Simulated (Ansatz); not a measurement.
Basis sets compared for TiO2. Total charge 0; singlet. Geometry PBE-D4/def2-TZVP. Ansatz on 4 threads of Arm Neoverse V2 on a shared host; times are rough, and most runs start from earlier orbitals.

Cartesian coordinates in Å:
```
Ti -0.0985 -0.5861 -0.2002
O -1.2870 0.5230 0.0841
O 1.3855 0.0631 0.1161
```

Binding counts from free atoms (Ti triplet, O triplet) in the same basis, without a counterpoise term.

```csv
level,functions,energy (Eh),HOMO (eV),LUMO (eV),binding per atom (eV),wall time
PBE-D4/def2-SVP,59,-999.3812,-5.17,-3.15,5.09,0.4 s
PBE-D4/def2-TZVP,107,-999.6789,-5.71,-3.50,–,0.55 s
r2SCAN-D4/def2-TZVP (with forces),107,-999.9326,-5.98,-3.08,–,1.6 s
PBE0-D4/def2-SVP,59,-999.3556,-6.83,-2.55,4.29,0.55 s
PBE0-D4/def2-TZVP,107,-999.6522,-7.24,-2.82,4.28,0.95 s
```

(1) Estimate the rows for PBE-D4/def2-TZVPD, r2SCAN-D4/def2-TZVPD, PBE0-D4/def2-TZVPD.

Results:

(1) 
```csv
level,functions,energy (Eh),HOMO (eV),LUMO (eV),binding per atom (eV),wall time
PBE-D4/def2-TZVPD,128,-999.6819,-5.81,-3.58,–,0.85 s
r2SCAN-D4/def2-TZVPD,128,-999.9351,-6.06,-3.13,–,1.6 s
PBE0-D4/def2-TZVPD,128,-999.6549,-7.31,-2.91,4.29,1.1 s
```
